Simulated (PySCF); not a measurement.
# How methods differ on the excitation energy of V⁺

V⁺ [Ar] 3d4 (5D) → V⁺ [Ar] 3d3 4p1 (high-spin determinant), as a difference of total energies. All numbers are calculated (PySCF 2.14, the non-relativistic Hamiltonian (point nucleus), in aug-cc-pVTZ (8s7p5d3f2g, 93 functions)). Correlated levels: valence: [Ar] frozen. The calculations carry no spin-orbit coupling.

```json
{"method": "UHF", "excitation energy (cm⁻¹)": "28986"}
{"method": "MP2 (valence)", "excitation energy (cm⁻¹)": "33539"}
{"method": "SCS-MP2 (valence)", "excitation energy (cm⁻¹)": "30504"}
{"method": "CCSD (valence)", "excitation energy (cm⁻¹)": "33527"}
{"method": "CCSD(T) (valence)", "excitation energy (cm⁻¹)": "33567"}
```

The determinant of the upper state mixes LS terms, which raises its energy above the lowest term, most at the Hartree-Fock and MP2 levels.
